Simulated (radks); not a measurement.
Question: All-electron atom: Nb+ in [Ar] 3d10 4s1.5 4p6 4d4 5p0.5 (fractional occupations, a model configuration). Calculated with a radial shooting solver on a logarithmic mesh with Libxc functionals: scalar-relativistic Kohn-Sham, BLYP, spin-polarised, spherical densities, point nucleus; open shells are filled with parallel spins first (spin-orbit coupling, left out, can overturn this in heavy ions). Some entries of the table are withheld. Estimate them.

orbital,occ.,eigenvalue (eV),<1/r> (bohr^-1)
1s up,1,-18822.74,42.40
1s down,1,-18822.64,42.40
2s up,1,-2641.568,9.526
2s down,1,-2641.105,9.527
2p up,3,-2360.062,9.273
2p down,3,-2359.691,9.274
3s up,1,-448.8417,3.252
3s down,1,-448.4954,3.251
3p up,3,-356.8715,3.091
3p down,3,-356.4937,3.091
3d up,5,-206.4702,2.855
3d down,5,-205.9595,2.855
4s up,1,-68.7021,1.177
4s down,0.5,-65.9674,1.185
4p up,3,(1),1.038
4p down,3,(2),1.042
4d up,4,-12.1070,0.6978
4d down,0,-9.5582,0.6713
5p up,0.5,-6.7556,0.3145

Answer: 
(1) 4p up eigenvalue (eV): -44.6630
(2) 4p down eigenvalue (eV): -41.8006
